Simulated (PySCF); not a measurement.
C₂H₆N, SMILES C[N]C, multiplicity 2. Atoms are numbered in the order given.

```xyz
9

C      1.1867     0.0000     0.1717
N      0.0000     0.0000    -0.6381
C     -1.1867     0.0000     0.1717
H      1.2142     0.8825     0.8297
H      1.2142    -0.8825     0.8297
H      2.0791     0.0000    -0.4560
H     -1.2142     0.8825     0.8297
H     -2.0791     0.0000    -0.4560
H     -1.2142    -0.8825     0.8297
```
Charge 0, spin multiplicity 2.

Geometry: ωB97X-D3(BJ)/def2-TZVP. The isomer is the one that the SMILES or the coordinates give; other isomers of the formula were not compared.

These are PySCF with PBE/pcH-1 values and carry that method's errors.

Unrestricted Kohn–Sham, ⟨S²⟩ = 0.753. Hyperfine tensors hold the contact and dipolar terms, without spin-orbit corrections.

Computed hyperfine couplings:
```csv
nucleus,A(iso) (MHz),A(iso) (G),dipolar principal values (MHz)
13C no. 1,-30.2,-10.8,"-3.6, -0.4, 4.0"
14N no. 2,24.8,8.8,"-42.7, -41.5, 84.2"
13C no. 3,-30.2,-10.8,"-3.6, -0.4, 4.0"
1H no. 4,117.6,41.9,"-5.8, -3.9, 9.7"
1H no. 5,117.6,41.9,"-5.8, -3.9, 9.7"
1H no. 6,-0.6,-0.2,"-5.4, -4.8, 10.2"
1H no. 7,117.6,41.9,"-5.8, -3.9, 9.7"
1H no. 8,-0.6,-0.2,"-5.4, -4.8, 10.2"
1H no. 9,117.6,41.9,"-5.8, -3.9, 9.7"
```

### Question
And the g tensor (effective nuclear charges for spin-orbit coupling, GIAO)? (Estimate from the structure and the level; the computed values follow.)

### Answer
principal values 2.0022, 2.0041, 2.0076; isotropic 2.0046.
